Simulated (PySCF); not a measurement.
# F³⁺ (fluorine, charge +3) across methods

[He] 2s2 2p2, high-spin 3P determinant. Computed with PySCF 2.14 in an uncontracted even-tempered set (17 s from 0.12 bohr⁻², ratio 2.5; 11 p from 0.16 bohr⁻², ratio 2.5; 6 d from 1.6 bohr⁻², ratio 2.7; 5 f from 2.3 bohr⁻², ratio 2.7), with no relativity, point nucleus.

| method | E (hartree) | mean ε 2s α (eV) | mean ε 2s β (eV) | mean ε 2p α (eV) | Σ⟨r²⟩ (bohr²) | ⟨S²⟩ |
| --- | --- | --- | --- | --- | --- | --- |
| PBE | -95.4151 | -92.904 | -87.659 | -75.058 | 3.576 | 2.001 |
| PBE0 | -95.4321 | -96.937 | -90.191 | -78.489 | 3.567 | 2.001 |
| UHF | -95.32576 | -108.21 | -96.086 | -88.116 | 3.558 | 2.003 |
| r2SCAN | -95.4768 | -94.616 | -88.020 | -76.399 | 3.560 | 2.002 |
| LDA | -94.8360 | -92.524 | -87.397 | -74.910 | 3.592 | 2.001 |
| PW91 | -95.4685 | -93.004 | -87.744 | -75.230 | 3.574 | 2.001 |

Task: Estimate the same row for r2SCANh.

Result: E (hartree) = -95.4781; mean ε 2s α (eV) = -96.020; mean ε 2s β (eV) = -88.963; mean ε 2p α (eV) = -77.628; Σ⟨r²⟩ (bohr²) = 3.558; ⟨S²⟩ = 2.002.
